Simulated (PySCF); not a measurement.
C₅H₁₅BSi (SMILES CB(C)[Si](C)(C)C), singlet, at a GFN2-xTB geometry, atoms displaced at random by about 0.08 Å a coordinate; DF-HF/STO-3G, gradient run with PySCF.

Here is a job for PySCF.
```python
from pyscf import gto, scf

mol = gto.M(
    atom='''
B     0.78478909   -0.39938468    1.02434071
C     0.49561625   -1.64260389    1.71828329
H     0.32536553   -2.43747968    1.10997600
H    -0.26786076   -1.58455360    2.67908828
H     1.42386990   -2.12943852    2.45042080
C     1.86859787    0.53894165    1.35987859
H     2.80665980    0.30804483    0.77003364
H     2.47168582    0.28226585    2.63199856
H     1.80886874    1.50852752    1.54117113
Si   -0.36203218    0.24486338   -0.49311576
C     0.65542117    1.17321026   -1.75750888
C    -1.91099636    1.38079258    0.20752425
C    -1.20595168   -1.30942913   -1.29318929
H    -0.04110720    1.45002113   -2.68613072
H     1.04755254    1.99698722   -1.39033611
H     1.30344661    0.50304663   -2.31425254
H    -1.47416471    2.22138709    0.57176819
H    -2.38759212    0.78492531    0.77928215
H    -2.59887754    1.65244546   -0.77272784
H    -1.78760687   -1.75469989   -0.60642711
H    -0.39718551   -1.83834395   -1.70786702
H    -1.75501397   -0.88834589   -2.27498370
''',
    basis='sto-3g',
    verbose=3,
)

mf = scf.RHF(mol)
mf = mf.density_fit(auxbasis='def2-universal-jkfit')
mf.kernel()
g = mf.nuc_grad_method()
grad = g.kernel()
```

What the program printed (banner, timings and long lists left out):

```
converged SCF energy = -505.555540965629
--------------- DFRHF gradients ---------------
         x                y                z
0 B     0.0526922304    -0.0659900950     0.0625021474
1 C    -0.0517121227     0.0848436532    -0.2335981698
2 H     0.0380338112     0.0568052861     0.0428815758
3 H    -0.0352118322    -0.0036296950     0.0877711977
4 H     0.0605443899    -0.0514561186     0.0685118705
5 C    -0.1890554837     0.1043750077    -0.1553066105
6 H     0.0349043619    -0.0132346665    -0.0036636938
7 H     0.0636448005    -0.0112179492     0.1181132187
8 H     0.0255112511    -0.1132748369     0.0126125594
9 Si     0.0643838177     0.0058938847    -0.0177089057
10 C     0.1195447547     0.0956883267     0.1252275683
11 C    -0.0763214223    -0.0092462462     0.2491382881
12 C    -0.0347810173    -0.1490850893     0.1171849788
13 H    -0.0346624574     0.0028842107    -0.0676718594
14 H    -0.0588594824    -0.0918553509    -0.0350273723
15 H    -0.0205124965    -0.0068472545    -0.0219237160
16 H    -0.0120882381    -0.0597058594    -0.0398932754
17 H     0.0867749536     0.0821921016    -0.1103238523
18 H    -0.0510829039     0.0176288218    -0.0806218560
19 H     0.0511111860     0.0505623194    -0.0439059676
20 H    -0.0134499873     0.0379577590    -0.0005513551
21 H    -0.0194081133     0.0367117906    -0.0737467708
----------------------------------------------
```
